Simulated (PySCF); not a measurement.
PySCF input for Be(I)(SMe) (CH₃BeIS), SMILES [I][Be][S]C, C-PCM-ωB97X/def2-SVP. Geometry optimised at PBE0-D3(BJ)/def2-SVP. The def2 effective core potentials stand for the cores of I; spin–orbit coupling is left out. The values are those of a single conformer.

```python
import numpy as np
from pyscf import gto, scf, dft
from pyscf.solvent import pcm

mol = gto.M(
    atom='''
    Be    0.35608948    0.73147479   -0.00000000
    I    -0.04489199   -1.40446562   -0.00000000
    S     0.69318326    2.59901649    0.00000000
    C    -1.01438289    3.27073391    0.00000000
    H    -1.56653145    2.96892452    0.89947360
    H    -0.91665472    4.36426235   -0.00000001
    H    -1.56653145    2.96892452   -0.89947360
    ''',
    basis='def2-SVP',
    ecp={'I': 'def2-svp'},
    charge=0,
    spin=0,
    max_memory=1600,
    verbose=3,
)
mf = dft.RKS(mol, xc='wb97x').density_fit(auxbasis='def2-universal-jkfit')
mf.grids.level = 3
mf.conv_tol = 1e-9
mf.max_cycle = 100
mf.kernel()
res = {}
for name, eps in {'water': 78.355, 'diethylether': 4.24, 'chlorobenzene': 5.6968}.items():
    s = mf.PCM()
    s.with_solvent.method, s.with_solvent.eps, s.with_solvent.lebedev_order = 'C-PCM', eps, 29
    s.kernel(mf.make_rdm1())
    res[name] = (s.e_tot, eps, s.dip_moment(), s.mo_energy, s.converged)
    print(f'{name}: electrostatic solvation free energy {(s.e_tot - mf.e_tot) * 627.509474:.3f} kcal/mol')
```

Output:

```
converged SCF energy = -750.502353240041

WARN: PCM is an experimental feature. It is still in testing.
Features and APIs may be changed in the future.

converged SCF energy = -750.512265305596
Dipole moment(X, Y, Z, Debye): -1.79508,  1.08955, -0.00000
water: electrostatic solvation free energy -6.220 kcal/mol

WARN: PCM is an experimental feature. It is still in testing.
Features and APIs may be changed in the future.

converged SCF energy = -750.509712433318
Dipole moment(X, Y, Z, Debye): -1.69790,  1.02388, -0.00000
diethylether: electrostatic solvation free energy -4.618 kcal/mol

WARN: PCM is an experimental feature. It is still in testing.
Features and APIs may be changed in the future.

converged SCF energy = -750.510380486609
Dipole moment(X, Y, Z, Debye): -1.72298,  1.04080, -0.00000
chlorobenzene: electrostatic solvation free energy -5.037 kcal/mol
```

The calculation finished and met its thresholds.

Cost: very roughly 50 core-seconds.
